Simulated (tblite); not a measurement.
Compound: C2H13N3OSi3.
Z-matrix (Å and degrees, GFN2-xTB geometry), rows numbered from 1:
```
C 
N   1  1.4509
Si  2  1.7234  1  112.81
N   3  1.7281  2  109.74  1  -177.66
Si  4  1.7253  3  127.33  2    50.72
C   5  1.9033  4  111.18  3   -77.51
N   6  1.4514  5  114.29  4    58.59
Si  7  1.7223  6  125.16  5   -64.29
O   8  1.6347  2  109.06  1    16.32
H   1  1.0925  2  111.16  3   -55.71
H   1  1.0915  2  110.28  3    63.79
H   1  1.0857  2  110.38  3  -175.64
H   3  1.4728  2  106.93  1   -55.98
H   3  1.4717  2  112.50  1    65.26
H   4  1.0043  3  113.26  2  -152.46
H   5  1.4701  4  105.43  3   166.01
H   5  1.4681  4  112.27  3    45.66
H   6  1.0992  5  109.48  4   -66.28
H   6  1.0939  5  107.74  4   178.67
H   7  1.0120  6  109.92  5   159.32
H   8  1.4645  2  111.52  1   -93.27
H   9  0.9531  8  118.83  2    72.02
```

All values are computed: GFN2-xTB (tblite) harmonic vibrations without scaling, gas phase. This tight-binding method is rough: wavenumbers can miss measured ones by several per cent, in bad cases by 10 to 20. Modes of hydrogen on silicon can be 10 to 20 % off. One conformer, not necessarily the lowest.

Harmonic wavenumbers (cm⁻¹): 38.4, 47.6, 85.3, 128.6, 164.1, 174.7, 187.2, 197.1, 235.5, 246.3, 259.5, 285.7, 326.5, 332.0, 370.6, 505.2, 532.8, 536.4, 576.0, 595.2, 606.5, 652.6, 667.4, 689.0, 705.8, 755.8, 764.2, 787.1, 795.1, 810.3, 843.9, 861.5, 872.3, 971.0, 1000.4, 1108.2, 1147.7, 1180.2, 1183.6, 1205.9, 1214.5, 1249.5, 1378.2, 1430.7, 1486.6, 1497.0, 1513.5, 2153.1, 2194.5, 2195.0, 2211.1, 2241.1, 2847.2, 2934.8, 2939.9, 2963.8, 3043.1, 3397.8, 3509.9, 3678.5.

A = 1316, B = 932.1, C = 588.3 MHz; mass 179.037 u (most abundant isotopes); point group C1, symmetry number 1.

Task: Zero-point energy?

Result: Half the sum of the wavenumbers: 34756 cm⁻¹ = 415.78 kJ/mol.

Task: What is S at 298.15 K and 1 bar for an ideal gas of classical rigid rotors and harmonic oscillators?

Result: Translation 173.55, rotation 127.52, vibration 181.44: S = 482.5 J/(mol K).

Task: And Cp and H(298.15 K) − H(0)?

Result: Cp = 222.11 J/(mol K), of which vibrations give 188.85 (their classical limit is 60 R = 498.9); H(298.15 K) − H(0) = 38.73 kJ/mol without the zero-point energy, 28.81 from vibrations.

Task: Which modes carry the vibrational entropy at 298.15 K?

Result: 38.4 cm⁻¹: 22.34; 47.6 cm⁻¹: 20.56; 85.3 cm⁻¹: 15.75; 128.6 cm⁻¹: 12.41; 164.1 cm⁻¹: 10.47; 174.7 cm⁻¹: 9.98 J/(mol K); the other 54 give 89.93 together.

Task: What must be added to the electronic energy to get the Gibbs energy at 298.15 K and 1 bar?

Result: ZPE + [H(298.15 K) − H(0)] − T·S = 415.78 + 38.73 − 143.86 = 310.65 kJ/mol.

Hindered rotation and anharmonicity are outside this model. Other conformers, if any are populated, would add a mixing term that is left out. The structure is chiral; the term R ln 2 for an equal mix with its mirror image is left out.

The run took 2.4 s on Arm Neoverse N1, one thread, shared host with 64 logical CPUs at a one-minute load of 61. The figure is for the frequency step alone.
